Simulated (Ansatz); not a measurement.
An input meant for Be₃Se₂ (charge 0, singlet; atoms displaced at random, 0.03 Å in each coordinate).

```yaml
crystal:
  periodic: [false, false, false]
  atoms:
    - {symbol: Be, position_ang: [-0.454995, -0.811038, -0.906936]}
    - {symbol: Be, position_ang: [0.618582, 1.150804, -0.395730]}
    - {symbol: Be, position_ang: [-0.154461, -0.155454, 1.274620]}
    - {symbol: Se, position_ang: [-1.571384, 0.787641, -0.066985]}
    - {symbol: Se, position_ang: [1.540290, -0.808165, 0.091064]}
basis:
  gaussian: {orbitals: "6-31G*"}
hamiltonian: {xc: {name: BLYP}, dispersion: d3bj}
smearing: {width: 0.1}
```

```sh
$ ansatz run in.yaml --threads 4 --pin off --events-out ev --progress --plain --max-ram 3916MiB
```

(1) Predict how Ansatz answers.

Answers

(1) The input was rejected before any iteration. The input holds a key that doesn't belong there.
```
Error: YAML parse error: error: line 12 column 1: unknown field `smearing`, expected one of crystal, accuracy, basis, kpoints, hamiltonian, magnetization, projection, total_charge, correlation, batch, efield, external_charges, scf, relax, neb, saddle, md, ramp, phonons, dielectric, real_time, elastic, magnetic_configurations, gw, evaluate, workflow, output, checkpoint, execution
10 |   gaussian: {orbitals: "6-31G*"}
11 | hamiltonian: {xc: {name: BLYP}, dispersion: d3bj}
12 | smearing: {width: 0.1}
```
